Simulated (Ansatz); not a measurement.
`CBC([SiH3])Cl` and `[SiH3]C(Cl)Cl` differ in one atom or group.

Ansatz, PBE0-D4/def2-TZVP geometries, multiplicity 1. Each molecule was computed in one conformer, which needn't be the lowest.

```
                                        property  `CBC([SiH3])Cl`
               LUMO energy (PBE/def2-TZVPP) / eV            -2.25
           LUMO energy (ωB97M-V/def2-TZVPP) / eV             0.64
size of the dipole moment (B3LYP/def2-TZVPP) / D             2.05
  size of the dipole moment (PBE/def2-TZVPP) / D             2.00
           HOMO–LUMO gap (B3LYP/def2-TZVPP) / eV             6.14
            HOMO–LUMO gap (PBE0/def2-TZVPP) / eV             6.58
```

(1) Give the same properties after the change, and the shifts. (Best estimate.)

## Answers

(1) Ansatz gave: 
```tsv
property	`[SiH3]C(Cl)Cl`	shift
LUMO energy (PBE/def2-TZVPP) / eV	-1.49	0.76
LUMO energy (ωB97M-V/def2-TZVPP) / eV	1.43	0.79
size of the dipole moment (B3LYP/def2-TZVPP) / D	1.55	-0.50
size of the dipole moment (PBE/def2-TZVPP) / D	1.43	-0.57
HOMO–LUMO gap (B3LYP/def2-TZVPP) / eV	7.26	1.12
HOMO–LUMO gap (PBE0/def2-TZVPP) / eV	7.73	1.15
```

With PBE0 the HOMO falls by 0.34 eV and the LUMO rises by 0.81 eV, so the gap widens by about 1.15 eV. PBE moves the HOMO by -0.30 eV and ωB97M-V by -0.34 eV. Dipoles are sizes alone; their direction can turn.

B3LYP here is the variant with VWN-RPA as its local correlation; programs differ in this.
